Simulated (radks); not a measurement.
All-electron atom: neutral iron in [Ar] 3d6 4s1 5s1 (not the ground configuration). Method: scalar-relativistic Kohn-Sham, PBE, spin-polarised, spherical densities, point nucleus; open shells are filled with parallel spins first; computed with a radial shooting solver on a logarithmic mesh with Libxc functionals.

X-ray form factor f0, the Fourier transform of the density (f0(0) = 26):

| sin(theta)/lambda (1/angstrom) | f0 (electrons) |
|---|---|
| 0.05 | 24.771 |
| 0.1 | 23.313 |
| 0.15 | 21.802 |
| 0.2 | 20.072 |
| 0.25 | 18.356 |
| 0.3 | 16.729 |
| 0.4 | 13.840 |
| 0.5 | 11.520 |
| 0.6 | 9.780 |
| 0.8 | 7.660 |
| 1 | 6.543 |
| 1.25 | 5.586 |
| 1.5 | 4.715 |
| 2 | 3.190 |
